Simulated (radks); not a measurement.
Task: Spherical jellium clusters: N electrons in a uniform positive sphere of charge N and radius rs N^(1/3), rs = 2.29 bohr. Calculated with a radial shooting solver with Libxc functionals: non-relativistic Kohn-Sham, PBEsol, spin-polarised, spherical densities. Levels are named by radial order and angular momentum (1s, 1p, 1d, 2s, ...), and open shells are averaged over m. At N = 14 the configuration is 1s2 1p6 1d(up 5, down 0) 2s(up 1, down 0). The background grows by one charge. Does electron 15 go into 1d down or 2p up or 2s down?

Result: Into 1d down. The total energies of the other choices lie higher by 0.681 eV (2s down), 2.40 eV (2p up).
